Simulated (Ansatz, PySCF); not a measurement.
CH4N, SMILES [CH2]N, multiplicity 2. Atoms are numbered in the order given.

```xyz
6

C     -0.7250    -0.0726     0.0000
N      0.6513     0.0894     0.0000
H     -1.2400     0.1260    -0.9302
H     -1.2400     0.1260     0.9302
H      1.1246    -0.2247     0.8326
H      1.1246    -0.2247    -0.8326
```
Charge 0, spin multiplicity 2.

Geometry: PBE0-D3(BJ)/def2-TZVP. The isomer is the one that the SMILES or the coordinates give; other isomers of the formula were not compared.

Two levels are set side by side: PBE-D3(BJ)/def2-TZVP (Ansatz, a program for electronic structure) and PBE0-D3(BJ)/def2-TZVP (Ansatz). Each level has its own optimised geometry; the coordinates shown are those of the second. Frequencies come from the Hessian of PySCF at each geometry. Differences are taken from unrounded values.

| quantity | PBE0-D3(BJ) | PBE-D3(BJ) | PBE-D3(BJ) minus PBE0-D3(BJ) |
|---|---|---|---|
| mean bond length (Å) | 1.113 | 1.122 | 0.009 |
| bond C1–N2 (Å) | 1.386 | 1.396 | 0.010 |
| bond C1–H3 (Å) | 1.082 | 1.089 | 0.007 |
| bond C1–H4 (Å) | 1.082 | 1.089 | 0.007 |
| bond N2–H5 (Å) | 1.008 | 1.017 | 0.009 |
| bond N2–H6 (Å) | 1.008 | 1.017 | 0.009 |
| highest harmonic wavenumber (cm⁻¹) | 3675 | 3546 | -129 |
| mean harmonic wavenumber (cm⁻¹) | 1838 | 1783 | -56 |
| zero-point energy (kcal/mol) | 31.54 | 30.58 | -0.95 |

GGA bonds tend to be longer and softer than those of functionals with exact exchange. Differences between two approximate levels are no errors against the true value.
